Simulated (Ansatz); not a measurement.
Start from `OC[SiH2]Cl` and change one atom or group to get `[SiH3]CC[SiH2]Cl`.

Ansatz, PBE0-D4/def2-TZVP geometries, multiplicity 1. Each molecule was computed in one conformer, which needn't be the lowest.

```tsv
property	`OC[SiH2]Cl`
HOMO–LUMO gap (B3LYP/def2-TZVPP) / eV	7.30
LUMO energy (PBE0/def2-TZVPP) / eV	-0.02
HOMO–LUMO gap (PBE/def2-TZVPP) / eV	5.33
size of the dipole moment (ωB97M-V/def2-TZVPP) / D	1.33
HOMO energy (ωB97M-V/def2-TZVPP) / eV	-10.12
HOMO energy (PBE0/def2-TZVPP) / eV	-7.78
```

(1) What does the change do to each property? (An estimate is asked.)

Results:

(1) The calculation gave: 
```csv
property,`[SiH3]CC[SiH2]Cl`,shift
HOMO–LUMO gap (B3LYP/def2-TZVPP) / eV,8.20,0.90
LUMO energy (PBE0/def2-TZVPP) / eV,0.23,0.25
HOMO–LUMO gap (PBE/def2-TZVPP) / eV,6.47,1.14
size of the dipole moment (ωB97M-V/def2-TZVPP) / D,1.80,0.47
HOMO energy (ωB97M-V/def2-TZVPP) / eV,-10.59,-0.47
HOMO energy (PBE0/def2-TZVPP) / eV,-8.39,-0.61
```

With PBE0 the HOMO falls by 0.61 eV and the LUMO rises by 0.25 eV, so the gap widens by about 0.86 eV. PBE moves the HOMO by -0.86 eV and ωB97M-V by -0.47 eV. Dipoles are sizes alone; their direction can turn.

B3LYP here is the variant with VWN-RPA as its local correlation; programs differ in this.
